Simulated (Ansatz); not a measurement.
Frontier orbitals of H4MoN2O2, SMILES `[NH2][Mo]([NH2])(=[O])=[O]`.

Z-matrix (Å, degrees):
```
Mo
N 1 1.932
O 1 1.683 2 107.8
N 1 1.932 2 111.3 3 118.1
O 1 1.683 2 107.9 3 -123.8
H 2 1.008 1 123.9 3 -24.1
H 2 1.008 1 123.9 3 148.0
H 4 1.008 1 123.9 2 -93.9
H 4 1.008 1 123.9 2 94.0
```

The species carries charge 0 and has multiplicity 1. Correlated methods include outer-core shells of Mo, which these sets cover unevenly. Mo: def2 effective core potential. All single points use the PBE0-D4/def2-TZVP geometry. It is one conformer, not always the lowest. Basis def2-TZVPP, Ansatz 0.2.0.

Orbital energies of one run (eV). Highest occupied ones, from the top: -10.02, -11.12, -11.18, -12.01, -13.03, -13.34, -13.93, -14.02, -15.09, -15.20, -17.00, -17.09, -26.59, -26.70. Empty: 0.48, 0.68, 1.49, 1.71, 2.38, 2.44.

Task: Which functional gave them?
A. ωB97X-V
B. B3LYP
C. HSE06 (plane-wave form)
D. BLYP

Result: A. HOMO energies: ωB97X-V -10.02, B3LYP -7.45, BLYP -6.19, HSE06 -7.28 eV.

B3LYP here is the variant with VWN-RPA as its local correlation; programs differ in this.
